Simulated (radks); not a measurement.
The numbers below are computed, except where a source is named.
Ionisation of neutral antimony, [Kr] 4d10 5s2 5p3, to Sb+, [Kr] 4d10 5s2 5p2, under several functionals. Scalar-relativistic Kohn-Sham, spin-polarised, spherical densities, point nucleus; open shells are filled with parallel spins first (spin-orbit coupling, left out, can overturn this in heavy ions); a radial shooting solver on a logarithmic mesh with Libxc functionals.

| functional | E(Sb) (hartree) | Exc (hartree) | IE (eV) | -e(HOMO) (eV) | <r> HOMO (bohr) | IE error (eV) |
|---|---|---|---|---|---|---|
| XLYP | -6482.69603 | -171.35996 | 8.693 | 5.168 | 2.889 | +0.084 |
| exchange-only PBE | -6478.81077 | -167.42725 | 8.326 | 4.896 | 2.943 | -0.282 |
| LDA (Slater exchange, VWN5 correlation) | -6476.03184 | -164.64989 | 9.051 | 5.527 | 2.868 | +0.443 |
| exchange-only B88 | -6479.57607 | -168.20355 | 8.337 | 4.896 | 2.931 | -0.272 |

NIST Atomic Spectra Database: 8.608 eV (measured). Closest: XLYP. The Delta-SCF values span 0.73 eV, the total energies 6.66 hartree. The highest occupied level is 5p. Open shells are spherical and high-spin; term and fine-structure splittings are not resolved. Spin-orbit splitting is averaged out at the scalar-relativistic level.
